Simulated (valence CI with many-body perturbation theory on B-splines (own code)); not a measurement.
Results of a calculation; reference values are marked as such.
## Pd25+: magnetic and hyperfine properties of the levels

Level of theory: relativistic CI+MBPT: three valence electrons over a frozen Dirac-Fock core [Ar], radial functions for each j: 7 s, 7 p, 8 d, 6 f, 4 g, 1 h, with the one-electron correlation potential Σ1, the two-electron term Σ2, the three-electron term Σ3, Breit, model QED; selected CI, second order for the rest, scaled by the run's own slope (own B-spline code, finite nucleus).

No measured spectrum was set against this ion. As an estimate, terms of the open shell hold to 2 to 4 % of their energy, and close levels can change places. Only levels of the ground parity were solved; by the run's estimate the other parity begins above the list, which can be wrong where configurations are misplaced.

A/g_I is the dipole constant over the nuclear g factor μ/I (μ in nuclear magnetons, uniformly magnetised nucleus), B/Q the quadrupole constant per barn. Both hold the static response of the core; the bare values leave it out. Large factors of s and p1/2 electrons are usually good to 5 to 10 %; those of open d and f shells near neutrality can be off by tens of per cent, and small factors of p3/2, d and f electrons come from cancelling terms and can be off by a factor of two or in sign, in half-filled shells by more. B is blank for J = 1/2, where it vanishes, and for nearly pure S terms. Energies count from the lowest level.

Names give the largest LS component (configuration and term), which can be under half, so a name can repeat, a term be missing and a line seem to break the LS rules; names also repeat where a configuration has a term twice. Letters in brackets count levels of one name in rising energy.

| Level | E (eV) | g | A/g_I (MHz) | A/g_I bare | B/Q (MHz/b) | B/Q bare |
| --- | --- | --- | --- | --- | --- | --- |
| 3d³ ⁴F_3/2 | 0.000 | 0.486 | 17400 | 17100 | -5670 | -5810 |
| 3d³ ⁴F_5/2 | 3.901 | 1.034 | 9870 | 9920 | -4100 | -4200 |
| 3d³ ⁴F_7/2 | 6.901 | 1.187 | 8700 | 8860 | -3030 | -3100 |
| 3d³ ⁴F_9/2 | 8.813 | 1.215 | 9370 | 9540 | 372 | 373 |
| 3d³ ⁴P_3/2 | 9.250 | 1.384 | 8080 | 8370 | -5960 | -6100 |
| 3d³ ⁴P_1/2 | 10.700 | 2.111 | -8830 | -7950 |  |  |
| 3d³ ²G_7/2 | 14.143 | 0.944 | 10600 | 10600 | 4970 | 5100 |
| 3d³ ²H_9/2 | 14.787 | 1.067 | 9480 | 9550 | 10500 | 10700 |
| 3d³ ⁴P_5/2 | 15.427 | 1.548 | 2810 | 3240 | 9260 | 9470 |
| 3d³ ²D_3/2 [a] | 17.361 | 1.173 | 9270 | 9420 | -9980 | -10200 |
| 3d³ ²P_1/2 | 18.489 | 1.218 | -1190 | -942 |  |  |
| 3d³ ²H_11/2 | 19.829 | 1.088 | 9600 | 9680 | 21600 | 22200 |
| 3d³ ²D_5/2 [a] | 21.281 | 1.209 | 8530 | 8700 | -4760 | -4880 |
| 3d³ ²G_9/2 | 22.798 | 1.062 | 7920 | 8000 | 7400 | 7580 |
| 3d³ ²F_5/2 | 25.217 | 0.914 | 8490 | 8480 | 13900 | 14300 |
| 3d³ ²P_3/2 | 25.295 | 1.202 | 8060 | 8230 | 1750 | 1780 |
| 3d³ ²F_7/2 | 25.517 | 1.129 | 9530 | 9650 | 5560 | 5700 |
| 3d³ ²D_3/2 [b] | 37.506 | 0.804 | 15100 | 14900 | 12600 | 12900 |
| 3d³ ²D_5/2 [b] | 37.950 | 1.165 | 7390 | 7540 | 8480 | 8680 |

Task: Take the isotope of mass number 105, with I = 5/2, μ = -0.642 μN and Q = 0.66 b. What is the hyperfine structure of 3d³ ²G_7/2?

Result: From the table A = -2730 MHz, B = 3280 MHz. Shifts from the centre of gravity in MHz: F = 1: 32500, F = 2: 26100, F = 3: 16800, F = 4: 5160, F = 5: -8370, F = 6: -23100.
